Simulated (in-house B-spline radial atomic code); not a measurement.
Total energies of neutral atoms against the large-Z expansion E = -0.768745 Z^(7/3) + Z²/2 - 0.269900 Z^(5/3) hartree (Thomas-Fermi, Scott, and Dirac-Schwinger terms). The Hartree-Fock values are computed with a B-spline radial code for spherical atoms: non-relativistic, point nucleus, average of the ground configuration.

```
atom  Thomas-Fermi  three terms  Hartree-Fock  three terms less HF
  He         -3.87        -2.73        -2.862                 0.13
  Li         -9.98        -7.16        -7.433                 0.27
  Be        -19.52       -14.25       -14.573                 0.33
   B        -32.86       -24.31             ?                    ?
   C        -50.29       -37.64             ?                    ?
   N        -72.06       -54.47       -54.296                -0.17
   O        -98.40       -75.04       -74.769                -0.27
   F       -129.52       -99.53       -99.409                -0.12
  Ne       -165.62      -128.15      -128.547                 0.40
```

Question: What is the Hartree-Fock energy of C?

Answer: -37.660 hartree; the three-term formula lies 0.02 hartree (0.06 %) above it.

Question: What is the Hartree-Fock energy of B?

Answer: -24.529 hartree; the three-term formula lies 0.22 hartree (0.90 %) above it.

Question: How good is each level?

Answer: Over these atoms Thomas-Fermi alone overbinds by 28.8 to 35.4 %, and the three-term formula is within 4.57 %; what remains oscillates with the shell structure.
